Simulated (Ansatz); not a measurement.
```yaml
crystal:
  periodic: [false, false, false]
  atoms:
    - {symbol: F, position_ang: [1.380149, -0.028722, 0.799330]}
    - {symbol: Si, position_ang: [0.165062, -0.339236, -0.077224]}
    - {symbol: F, position_ang: [-0.779638, -1.073160, 0.404429]}
    - {symbol: Br, position_ang: [-0.662032, 1.336692, -1.376935]}
basis:
  gaussian: {orbitals: def2-TZVPP, nuclear_model: gaussian}
magnetization: {spin_polarized: true, initial_magnetization: 1}
hamiltonian: {xc: {name: r2SCAN0}}
relax: {f_tol: 0.0001, max_steps: 2}
output: {forces: true}
```

```sh
$ ansatz run in.yaml --threads 4 --pin off --events-out ev --progress --plain --max-ram 10444MiB
```

Output, abridged:

```
Functional definition: r2SCAN0
1016 factors; their error is unknown
mean field evaluation 1: about -83353.2081 eV, gradient 3.2e1 eV
mean field evaluation 2: about -83351.9206 eV, gradient 4.0e1 eV
mean field evaluation 4: about -83355.8493 eV, gradient 1.5e0 eV
mean field evaluation 8: about -83355.8563 eV, gradient 4.7e-2 eV
mean field evaluation 16: about -83356.3264 eV, gradient 1.7e-4 eV
mean field -83356.32639271 eV, -3063.2884939846 hartree, gradient 3.8e-5 eV, S^2 0.753281; 0 other end points of the search recorded, 0 dependent functions left out
reference -83356.32640175 eV, -3063.2884943170 hartree; 34, 33 occupied and 118, 119 virtual orbitals, 1016 factors
relax step   1: F+E_penalty+E_count = -83356.32639271 eV  Δ(F+E_penalty+E_count) = +0.000e0 eV  max|allowed force component| = 1.855e1 eV/Å  Δτ_max = 0.0000 Å  (32 SCF iters, accepted)
1016 factors; their error is unknown
mean field -83358.87954666 eV, -3063.3823206620 hartree, gradient 1.1e-5 eV, S^2 0.753354; 0 other end points of the search recorded, 0 dependent functions left out
reference -83358.87955514 eV, -3063.3823209734 hartree; 34, 33 occupied and 118, 119 virtual orbitals, 1016 factors
relax step   2: F+E_penalty+E_count = -83358.87954666 eV  Δ(F+E_penalty+E_count) = -2.553e0 eV  max|allowed force component| = 6.034e0 eV/Å  Δτ_max = 0.1947 Å  (42 SCF iters, accepted)
Error: geometry relaxation did not converge after 2 steps: max|allowed force component| = 6.03e0 eV/Å (threshold 1.0e-4). Raise `relax.max_steps` over both its present limit and 2, loosen `relax.f_tol`, or start from a geometry closer to equilibrium. Where this run's directory can be resumed (`checkpoint.write`), a resume goes on for up to `relax.max_steps` more
```

Q: Something in this input is off. What?

A: The relaxation is allowed too few steps for its threshold. No converged result was reached.
